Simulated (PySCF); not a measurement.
# Continuum solvent and chemical shifts

Geometry (Å), atoms numbered from 1 in this order:
```xyz
21

C    -2.453    0.502    0.426
C    -2.238   -0.824    0.329
C    -1.212   -1.390   -0.605
C     0.176   -1.007   -0.168
C     1.097   -1.969    0.255
C     2.409   -1.625    0.567
C     2.821   -0.296    0.451
C     1.913    0.672    0.047
C     0.573    0.348   -0.238
C    -0.347    1.433   -0.560
C    -1.668    1.512   -0.255
H    -3.272    0.861    1.058
H    -2.834   -1.512    0.938
H    -1.298   -2.483   -0.669
H    -1.384   -0.981   -1.618
H     0.781   -3.014    0.312
H     3.116   -2.397    0.880
H     3.853   -0.018    0.678
H     2.229    1.716   -0.030
H     0.120    2.332   -0.977
H    -2.164    2.469   -0.450
```

GIAO PBE0/pcSseg-1 in PySCF 2.14.0 with density-fitted response routines on one PBE0-D3(BJ)/def2-SVP conformer, non-relativistic, equivalent nuclei averaged. Solvents enter as an IEF-PCM continuum (chloroform with ε = 4.7, acetonitrile with ε = 35.7) around the gas-phase geometry. Shifts are referred to TMS computed in the same medium.

Gas phase, δ in ppm: C10 141.6, C9 140.8, C4 139.8, C11 135.7, C6 135.0, C2 133.9, C1 133.5, C8 133.2, C5 132.7, C7 130.7, C3 37.7, H17 7.51, H19 7.40, H18 7.38. Dipole moment 0.22 D.

**Question.** How does each δ change in the continuum?

**Answer.** 
```json
{"atoms": "C10", "environment": "alkene CH", "Δδ, chloroform": "+0.7", "Δδ, acetonitrile": "+1.0"}
{"atoms": "C9", "environment": "substituted aromatic carbon", "Δδ, chloroform": "+0.7", "Δδ, acetonitrile": "+0.9"}
{"atoms": "C4", "environment": "substituted aromatic carbon", "Δδ, chloroform": "+1.2", "Δδ, acetonitrile": "+1.7"}
{"atoms": "C11", "environment": "alkene CH", "Δδ, chloroform": "+1.3", "Δδ, acetonitrile": "+2.0"}
{"atoms": "C6", "environment": "aromatic CH", "Δδ, chloroform": "+1.2", "Δδ, acetonitrile": "+1.7"}
{"atoms": "C2", "environment": "alkene CH", "Δδ, chloroform": "+2.2", "Δδ, acetonitrile": "+3.2"}
{"atoms": "C1", "environment": "alkene CH", "Δδ, chloroform": "+0.8", "Δδ, acetonitrile": "+1.1"}
{"atoms": "C8", "environment": "aromatic CH", "Δδ, chloroform": "+0.9", "Δδ, acetonitrile": "+1.3"}
{"atoms": "C5", "environment": "aromatic CH", "Δδ, chloroform": "+1.1", "Δδ, acetonitrile": "+1.6"}
{"atoms": "C7", "environment": "aromatic CH", "Δδ, chloroform": "+1.0", "Δδ, acetonitrile": "+1.5"}
{"atoms": "C3", "environment": "sp3 CH2 on an aromatic ring", "Δδ, chloroform": "+0.2", "Δδ, acetonitrile": "+0.3"}
{"atoms": "H17", "environment": "hydrogen on an aromatic CH", "Δδ, chloroform": "+0.16", "Δδ, acetonitrile": "+0.24"}
{"atoms": "H19", "environment": "hydrogen on an aromatic CH", "Δδ, chloroform": "+0.17", "Δδ, acetonitrile": "+0.26"}
{"atoms": "H18", "environment": "hydrogen on an aromatic CH", "Δδ, chloroform": "+0.16", "Δδ, acetonitrile": "+0.23"}
```

Changes are relative to the gas phase. The dipole moment becomes 0.30 D in chloroform, 0.34 D in acetonitrile.

**Question.** Which nuclei move most (in ppm), and what does the model miss?

**Answer.** C2 (alkene CH, +3.2 ppm) in acetonitrile. A continuum only polarises the solute; specific hydrogen bonds, the anisotropy of aromatic solvents and changes of geometry or conformer are outside it.
